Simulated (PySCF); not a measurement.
Geometry (Å), atoms numbered from 1 in this order:
```xyz
8

Al   -0.139   -0.974   -1.317
H    -0.410   -0.249   -2.690
H     0.016   -2.520   -1.051
Cl   -1.610   -0.120    0.259
Al    0.139    0.974    1.317
H     0.410    0.246    2.688
H    -0.016    2.521    1.054
Cl    1.610    0.122   -0.260
```

Geometry: PBE0-D3(BJ)/def2-SVP; GIAO shifts from PySCF 2.14, gas phase, non-relativistic, averaged over equivalent atoms.

At B3LYP/pcSseg-1 (pcSseg-2 on Al) (154 basis functions, 14 s wall time on 1 thread of an x86-64 server CPU, shared host):
```
      atoms  δ (ppm)
    Al1/Al5    168.9
H2/H3/H6/H7     4.74
    Cl4/Cl8     15.5
```

References, each an isolated molecule treated in the same way: $^{27}$Al (σ = 571.15 ppm) vs [Al(H2O)6]3+; $^{1}$H (σ = 31.38 ppm) against TMS; $^{35}$Cl (σ = 930.46 ppm) vs HCl.

**Question.** Estimate the result of repeating the calculation with PBE/pcSseg-1 (pcSseg-2 on Al).

**Answer.** 
| atoms | δ at PBE/pcSseg-1 (pcSseg-2 on Al) | change |
| --- | --- | --- |
| Al1/Al5 | 168.5 | -0.4 |
| H2/H3/H6/H7 | 5.02 | +0.28 |
| Cl4/Cl8 | 30.9 | +15.4 |

Chemical shifts δ = σref − σ; $^{27}$Al (σ = 560.82 ppm) vs [Al(H2O)6]3+; $^{1}$H (σ = 31.20 ppm) against TMS; $^{35}$Cl (σ = 933.68 ppm) vs HCl, all at this level.

The largest change is at Cl4/Cl8 (chlorine bonded to 2 Al). Cost: 154 basis functions, 21 s wall time on 1 thread of an x86-64 server CPU, shared host.
